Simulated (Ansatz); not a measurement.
`[CH3][Ge][F]` + H₂O → `[OH][Ge][F]` + CH₄ at 500 K and 1 bar (formal hydrolysis of a Ge–C bond).

Program: Ansatz. Geometries: PBE0-D4/def2-TZVP. ΔE: electronic, gas phase. CCSD(T)/CBS is the MP2 limit (def2-TZVPP, def2-QZVPP) plus CCSD(T) − MP2 in def2-TZVPP, frozen cores. This one scheme is used for every species. For Ge outer-core shells are correlated without core-valence functions, which leaves a few kJ/mol of doubt a bond. Scalar relativity is left out up to krypton. Each species was taken in one conformer, which may not be the lowest.

| species | CCSD(T)/CBS energy (Eh) | H − E (kJ/mol) | S (J/(mol·K)) |
| --- | --- | --- | --- |
| `[CH3][Ge][F]` | -2215.78112 | 126.9 | 339.2 |
| H₂O | -76.37941 | 73.2 | 206.3 |
| `[OH][Ge][F]` | -2251.74560 | 65.5 | 312.0 |
| CH₄ | -40.46206 | 135.6 | 206.8 |

H − E and S are ideal-gas, rigid-rotor, harmonic terms from PBE0-D4/def2-TZVP, for one conformer and one mirror image of each species. 1 Eh = 2625.50 kJ/mol, R = 8.31446 J/(mol·K).

Question: By hand: ΔE, ΔH, ΔS and ΔG.

Answer: ΔE = (-2251.74560) + (-40.46206) − (-2215.78112) − (-76.37941) = -0.04713 Eh = -123.7 kJ/mol. Δ(H − E) = 65.5 + 135.6 − 126.9 − 73.2 = 1.0, so ΔH = -122.7 kJ/mol. ΔS = 312.0 + 206.8 − 339.2 − 206.3 = -26.7 J/(mol·K). ΔG = -122.7 − 500 × (-26.7)/1000 = -109.4 kJ/mol.

Question: By hand: the equilibrium constant, and the temperature at which ΔG would vanish if ΔH and ΔS stayed fixed.

Answer: log₁₀ K = −ΔG/(RT ln 10) = 11.4. ΔG = 0 at ΔH/ΔS = 4596 K, far beyond where these terms or the molecules hold.

ΔH outweighs TΔS. A doubt of 5 kJ/mol in ΔE shifts log₁₀ K by 0.5 here. Other conformers and mirror images would add mixing entropy, several J/(mol·K) or more a flexible species. These are equilibria of isolated gas molecules and say nothing of rates. Largest T1 diagnostic: 0.015 (customary marks: 0.02 for closed shells, 0.045 for open ones).
